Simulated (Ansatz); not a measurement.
A nudged elastic band was laid between two geometries of BrH + ClF2H2O2Ta (10 atoms, charge 0, multiplicity 1).

Method: RHF/def2-SVP in Ansatz 0.2.0.

```yaml
movable_images: 5
climbing_image: yes
spring: 5.0 eV/Å²
optimiser: quadratic models (default)
start_path: through a guess of the saddle point
force_threshold: 0.05 eV/Å
iteration_limit: 56
end_points: relaxed
```

First end point:

```xyz
10
Properties=species:S:1:pos:R:3
Ta -0.228 -0.292 0.239
O 1.508 0.472 0.377
H 2.024 0.428 1.172
F 0.049 -0.841 2.038
O -0.315 0.206 -1.549
H -0.255 0.498 -2.443
Cl -2.039 1.012 0.898
F -0.487 -2.094 -0.170
Br 2.682 2.018 -2.698
H 2.421 1.504 -1.408
```

Last end point:

```xyz
10
Properties=species:S:1:pos:R:3
Ta -0.132 0.456 -0.098
O 2.077 -0.165 -0.325
H 2.334 -0.919 0.195
F 0.511 0.864 1.639
O -0.362 -0.015 -1.880
H -0.281 -0.163 -2.806
Cl -2.325 0.986 0.376
F -0.069 -1.353 0.433
Br 0.857 2.714 -0.812
H 2.748 0.506 -0.265
```

Question: What changes between the two ends?

Answer: Bonds broken: Br9–H10. Bonds formed: Ta1–Br9, O2–H10. BrH + ClF2H2O2Ta becomes BrClF2H3O2Ta.

Question: What energy profile does the band end with?

Answer: It converged. The highest image is number 4 of 0 to 6, 19.5 kcal/mol above the first end and 34.5 kcal/mol above the last; the last end lies 15.1 kcal/mol below the first. Neighbouring images differ by up to 1.4 eV, so the band resolves the path poorly. A vibrational analysis at the climbing image gives one clearly imaginary mode, 1261i cm⁻¹: a first-order saddle point. The orbitals stay closed-shell, which can raise the energy where a bond breaks towards radicals; this wasn't checked here.

| image | path coordinate (Å) | energy (kcal/mol) | Br9–H10 (Å) | Ta1–Br9 (Å) | O2–H10 (Å) |
| --- | --- | --- | --- | --- | --- |
| 0 | 0.00 | 0.0 | 1.41 | 4.74 | 2.25 |
| 1 | 1.16 | 0.4 | 1.41 | 4.74 | 2.25 |
| 2 | 2.33 | 1.3 | 1.41 | 4.61 | 2.29 |
| 3 | 3.49 | 5.2 | 1.41 | 3.90 | 2.19 |
| 4 | 4.65 | 19.5 | 1.59 | 3.09 | 1.35 |
| 5 | 5.61 | -11.8 | 2.45 | 2.64 | 0.96 |
| 6 | 6.56 | -15.1 | 2.96 | 2.57 | 0.95 |

Question: What is the geometry of the highest image?

Answer: 
```xyz
10
Properties=species:S:1:pos:R:3:forces:R:3
Ta -0.100 0.016 -0.047 -0.01 0.01 -0.01
O 1.925 -0.191 -0.204 0.02 0.04 0.01
H 2.427 -0.333 0.591 0.00 -0.02 0.00
F 0.390 0.496 1.718 0.00 0.00 0.00
O -0.175 -0.200 -1.883 0.02 0.00 0.01
H -0.011 -0.125 -2.808 -0.01 0.00 0.00
Cl -2.039 1.294 0.117 0.01 0.00 0.00
F -0.653 -1.674 0.432 0.00 0.00 0.00
Br 1.490 2.536 -0.862 0.00 0.00 0.00
H 2.104 1.091 -0.599 -0.01 -0.01 -0.01
```

Time of the run: 11 min on 4 threads of AMD EPYC 7R43 64-Core Processor (Zen 3), on a shared host, peak memory 0.52 GiB.
